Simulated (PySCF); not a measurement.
Question: What does the PBE0-D3(BJ)/def2-SVP structure of `FS(F)(C=C)(F)(F)F` look like in three dimensions?

Answer: 
```xyz
11
C2H3F5S angstrom
C      1.6984    0.5037    0.1114
C      0.7780   -0.3698   -0.2649
S     -0.9737   -0.1230    0.0118
F     -2.5528    0.0453    0.2310
F     -0.7634    0.3470    1.5353
F     -0.9270    1.4151   -0.4557
F     -1.2848   -0.5790   -1.5015
F     -1.1242   -1.6506    0.4990
H      1.4425    1.4362    0.6188
H      2.7535    0.2991   -0.0862
H      0.9718   -1.3146   -0.7753
```

Any rigid rotation of these coordinates is as good. Atoms count from 1 in this order. S3 (sulfur bonded to C and 5 F) is octahedral (the three widest angles are 177.8°, 176.4° and 176.2°, the others run from 88.1° to 93.4°). Of the pairs four or more bonds apart, F6···H9 is among the closest relative to their van der Waals radii: 2.60 Å, 97 % of the sum of Bondi's values.

Bonds between heavy atoms (Å): C1=C2 1.324, C2–S3 1.790, S3–F4 1.603, S3–F5 1.608, S3–F6 1.608, S3–F7 1.611, S3–F8 1.610.

Theory: PBE0-D3(BJ)/def2-SVP geometry optimisation, gas phase (PySCF).

Point group: Cs (tolerance 0.08 Å). Not checked by PBE0-D3(BJ)/def2-SVP frequencies.
